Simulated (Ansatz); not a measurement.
Gas-phase electronic energies from Ansatz, PBE0-D4/def2-TZVP geometries. CCSD(T)/CBS is the MP2 limit (def2-TZVPP, def2-QZVPP) plus CCSD(T) − MP2 in def2-TZVPP, frozen cores. DFT in def2-TZVPP. HSE06 is defined as in plane-wave codes. Elements past krypton have def2 core potentials. For Br, In outer-core shells are correlated without core-valence functions, which leaves a few kJ/mol of doubt a bond. Scalar relativity is left out up to krypton. Each species was taken in one conformer, which may not be the lowest.

Consider the ligand exchange at the In–Br bond: `[NH2][In]([Cl])[Br]` + `O[SiH3]` → `[NH2][In]([Cl])[O][SiH3]` + HBr.

**Question.** Is it downhill or uphill in electronic energy at CCSD(T)/CBS, and by how much? (An estimate is asked.)

**Answer.** The calculation gave: Uphill: ΔE = +86.8 kJ/mol.

**Question.** What do these levels give: PBE-D4, PBE0-D4, r2SCANh-D4, r2SCAN0-D4, ωB97X-V, BLYP, r2SCAN, HSE06, BHLYP, SCS-MP2/def2-TZVPP, HF/def2-QZVPP, MP2/CBS(def2)? (Estimate.)

**Answer.** Ansatz gave: PBE-D4 91.1, PBE0-D4 96.9, r2SCANh-D4 94.3, r2SCAN0-D4 97.6, ωB97X-V 89.2, BLYP 88.9, r2SCAN 92.9, HSE06 99.5, BHLYP 98.4, SCS-MP2/def2-TZVPP 84.5, HF/def2-QZVPP 101.9, MP2/CBS(def2) 90.0 kJ/mol.

**Question.** What do rigid-rotor, harmonic-oscillator terms from PBE0-D4/def2-TZVP frequencies (298.15 K, 1 bar) make of the CCSD(T)/CBS value? (Best estimate.)

**Answer.** Ansatz gave: ΔZPE = -10.7 kJ/mol, ΔH = +78.7 kJ/mol, ΔS = -3 J/(mol·K), ΔG = +79.7 kJ/mol. Modes under 50 cm⁻¹ make the entropy rough.

Largest T1 diagnostic among the species: 0.014.

From BLYP to BHLYP (50 % exact exchange), in def2-TZVPP and without D4, ΔE moves by +9.5 kJ/mol. At CCSD(T), def2-SVP lies −8.3 kJ/mol from the extrapolated value and def2-TZVPP −2.8 kJ/mol.
